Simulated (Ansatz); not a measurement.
Ta₂O₅⁺, relaxed as a doublet with UKS PBE-D4/def2-SVP in Ansatz, starting from the GFN1-xTB geometry. Force threshold 0.02 eV/Å.

In the def2 sets Ta takes a core potential; there is no spin–orbit coupling. The structure holds 1 bond(s) between oxygen atoms. Another isomer (doublet) lies 3.33 eV lower at PBE0-D4/def2-TZVP; other spin states weren't run for this one.

Start:

Cartesian coordinates in Å:
```
Ta 0.040 0.185 1.339
Ta -0.372 -0.006 -1.301
O -0.766 -0.532 -2.863
O 0.154 -0.101 3.005
O 0.997 -0.745 -0.102
O 1.234 0.585 -0.235
O -1.286 0.614 0.156
```

Task: Estimate the energy that the relaxation releases and the steps that it takes.

Result: 2.52 eV, in 14 steps; 39 s on 4 threads of Arm Neoverse V1 on a shared host. No frequencies were taken in this run, so the end may be a saddle point.

Task: Does the start keep its bonding and symmetry?

Result: By distances, no bond broke or formed. The bond that changes most is Ta2–O6, from 2.02 to 2.24 Å (atoms count from 1). Point group Cs at the start, Cs at the end, both within 0.05 Å.

Task: Predict the relaxed structure.

Result: 
```csv
atom,x (Å),y (Å),z (Å)
Ta1,0.173,0.450,1.341
Ta2,-0.252,0.249,-1.381
O3,-1.093,-1.223,-1.669
O4,-0.504,-0.948,2.079
O5,1.228,-0.549,-0.151
O6,1.611,0.892,-0.317
O7,-1.162,1.129,0.097
```
Bond lengths (bridged metal pairs left out): 8 × O–Ta 1.72 to 2.24 Å; 1 × O–O 1.50 Å.
